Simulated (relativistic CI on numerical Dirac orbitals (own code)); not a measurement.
A reference radial Dirac CI calculation of Tm¹⁸⁺ gave the lowest total energy -13437.38264 Ha in 23 SCF steps, from this input:

```
atom Tm  Z=69  charge=18  electrons=51
nucleus A=169  rms_radius_fm=5.2256
hamiltonian dirac-coulomb  breit=on  qed=on  c_scale=1
orbitals kli  potential=per-configuration
slater_scale 1
correlation none
mixing on
grid step=0.0125 r_max=10.6
scf mixing=0.4 start=green max_iterations=150 tolerance=2e-08 node_fill=0.05
configurations
  [Kr] 4d10 4f5
  [Kr] 4d10 4f4 5s
end
```

One setting was then changed (and the iteration limit cut to 81), and the output read:

```
SCF 1: [Kr] 4d10 4f5
 iter      energy (Ha)   residual   last orbital (Ha)
    1    -13276.197345   6.06e+00    -37.37765
    2    -13420.350015   2.89e+00    -24.72610
    3    -13458.573834   3.36e-01    -16.21291
    4    -13459.257914   1.85e-01    -16.87235
    5    -13459.376125   3.01e-02    -16.32593
    6    -13459.379024   2.47e-03    -16.23684
    7    -13459.379236   9.21e-04    -16.23336
    8    -13459.379327   2.62e-05    -16.23596
    9    -13459.379330   1.37e-05    -16.23604
   10    -13459.379329   1.29e-07    -16.23600
   11    -13459.379329   3.96e-08    -16.23600
   12    -13459.379329   1.21e-10    -16.23600
error: orbital 4p1/2 not found
end: not converged
```

(1) Which setting was changed?
A. SCF mixing
B. start potential
C. QED terms
D. end of the grid

Results:

(1) D. The end of the grid at 2.65 bohr. This setting is bad on purpose; its numbers may not be properties of the ion.
